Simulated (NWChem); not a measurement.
A series in which one site is exchanged, each optimised at PBE0/def2-SVP with NWChem, gas phase unless a solvent is named. 

A: [O]=[Ca] (CaO; site = Ca)
B: [O]=[Mg] (MgO; site = Mg)
C: [Be]=[O] (BeO; site = Be)

Task: Rank them by vertical ionisation energy, ΔSCF, PBE0/def2-SVP (eV), lowest first.

Result: A (6.69), B (7.57), C (10.09)
